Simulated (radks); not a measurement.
Q: Au50+, 29 electrons, occupied as [Ar] 3d10 4s1 (the NIST ground configuration). Method: non-relativistic Kohn-Sham, LB94 model potential, spin-polarised, spherical densities, point nucleus; open shells are filled with parallel spins first (spin-orbit coupling, left out, can overturn this in heavy ions); relativity is left out, which matters for an element this heavy; computed with a radial shooting solver on a logarithmic mesh with Libxc functionals. Some entries of the table are withheld. Estimate them.

orbital  occ.  eigenvalue (eV)  <r^2> (bohr^2)  <r> (bohr)
1s up       1        -75987.91       0.0004897     0.01915
1s down     1        -75986.16       0.0004897     0.01915
2s up       1        -14904.34        0.007577     0.08044
2s down     1        -14903.50        0.007577     0.08044
2p up       3        -14451.23        0.005582     0.06793
2p down     3        -14450.58        0.005582     0.06793
3s down     1              (1)         0.04512      0.1993
3s up       1              (2)         0.04503      0.1991
3p down     3        -5184.687         0.04130      0.1894
3p up       3        -5184.023         0.04123      0.1892
3d down     5        -4800.181         0.03145      0.1646
3d up       5        -4800.012         0.03139      0.1645
4s down     0        -2762.415          0.1633      0.3814
4s up       1        -2753.852          0.1637      0.3819

A: 
(1) 3s down eigenvalue (eV): -5394.782
(2) 3s up eigenvalue (eV): -5393.937
